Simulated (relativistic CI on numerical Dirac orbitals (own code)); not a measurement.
# Zr²¹⁺: sensitivity of the levels to the model

Base calculation: Dirac-Coulomb-Breit CI, separate exchange-only KLI orbitals for each configuration, model QED, unscaled Slater integrals.

Configuration list (outside the closed core [Ne]): 3s2 3p6 3d, 3s2 3p5 3d2, 3s 3p6 3d2, 3s2 3p6 4s, 3s2 3p6 4p, 3s2 3p6 4d, 3s2 3p6 4f, 3s2 3p5 3d 4s, 3s2 3p5 3d 4p, 3p6 3d3, 3p5 3d4. Double excitations out of closed p, d and f shells are left out; levels of such configurations are missing from the list, as are those of other unlisted configurations, and high levels can miss mixing partners. These lack a partner that the ground configuration has and come out too high: 3s2 3p5 3d 4s, 3s2 3p5 3d 4p.

Variants: (1) configuration mixing switched off. Shifts of the energy above 3s2 3p6 3d 2D_3/2, in cm⁻¹, for the lowest level and the first level of each name with at least 55 % of one term (blank where a level changes its place among those of its configuration and J or its character, or is not in the variant):

```tsv
Level	Base	Δ(1)
3s2 3p6 3d 2D_3/2	0	0
3s2 3p6 3d 2D_5/2	28242	+38
3s2 3p5 3d2 4D°_1/2	840492	-2248
3s2 3p5 3d2 4D°_3/2	847999	-2242
3s2 3p5 3d2 4D°_5/2	862813	-2250
3s2 3p5 3d2 4D°_7/2	882481	-2252
3s2 3p5 3d2 4G°_9/2	899934	-2283
3s2 3p5 3d2 4G°_11/2	907032	-2282
3s2 3p5 3d2 4P°_5/2	919173	-2230
3s2 3p5 3d2 4P°_3/2	929269	-2187
3s2 3p5 3d2 4P°_1/2	949265	-2218
3s2 3p5 3d2 2D°_5/2	952635	-2141
3s2 3p5 3d2 4F°_9/2	953636	-2281
3s2 3p5 3d2 2F°_7/2	974710	-2129
3s2 3p5 3d2 2H°_11/2	976376	-2270
3s2 3p5 3d2 2P°_1/2	990192	-2170
3s2 3p5 3d2 2G°_9/2	1091543	-2286
3s2 3p5 3d2 2S°_1/2	1123464	-2238
3s 3p6 3d2 4F_3/2	1730318	-3417
3s 3p6 3d2 4F_5/2	1740027	-3402
3s 3p6 3d2 4F_7/2	1754174	-3397
3s 3p6 3d2 4F_9/2	1770201	-3385
```

At this charge energies of transitions that change n are usually good to better than 1 %, and those within a shell (Δn = 0) to a few per cent.

Ionisation energy from the two ground configurations alone: base 921.95 eV. The NIST ASD value (theoretical) is 922 eV.

LS names give the leading component of a level, which can be under half, so a name can repeat, a term be missing and a line seem to break the LS rules.
